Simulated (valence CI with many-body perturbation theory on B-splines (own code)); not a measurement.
**Questions on Te⁴⁴⁺**

Calculated by configuration interaction combined with many-body perturbation theory (CI+MBPT): six valence electrons over a frozen Dirac-Fock core [He], radial functions for each j: 9 s, 9 p, 8 d, 6 f, 3 g, 1 h, with the one-electron correlation potential Σ1 (screened to all orders), the two-electron term Σ2, the three-electron term Σ3, Breit, model QED; selected single and double excitations, second order for the rest, scaled by the run's own slope (own B-spline code, finite nucleus).

No measured spectrum was set against this ion. As an estimate, large intervals hold to a few tenths of a per cent, small ones and those within an open d or f shell to about a per cent. Among the levels kept, up to 2500 cm⁻¹ of a level comes from second order outside the variational space, and about a tenth of that is noise between levels of different J, which matters for small intervals.

Levels are named by their leading jj configuration (3d3/2^4 stands for four electrons in 3d with j = 3/2), which in mixed levels can hold well under half, so a name can repeat and another be missing.

Rates and lifetimes use the calculated energies. Strong lines usually hold to 10 to 20 %, long lifetimes can be off by a factor of two.

Task: What is the ground level?

Result: (2s^2 2p1/2^2 2p3/2^2) J=2, composition 71 % 2s²2p⁴ ³P + 29 % 2s²2p⁴ ¹D, g = 1.338.

Task: What is the ionisation energy?

Result: 7486 eV; NIST lists 7485 ± 4 eV (theoretical).

Task: What are the static dipole polarisabilities of the lowest levels?

Result: (2s^2 2p1/2^2 2p3/2^2) J=2 0.000375 (tensor 2.3e-05); (2s^2 2p1/2^2 2p3/2^2) J=0 0.000350 bohr³, of which the core gives 1.08e-06.

Task: How well does LS coupling describe the low levels?

Result: Among the lowest 20 levels the leading LS term, summed over configurations, holds 58 % on average. For single configurations the figures are 58 % in LS and 99 % in jj coupling. Terms mix most in the J = 2 level at 4179.5 eV, where the leading one holds 25 %.

Task: Where does the other parity begin?

Result: At (2s 2p1/2^2 2p3/2^3) J=2, 529.3 eV.
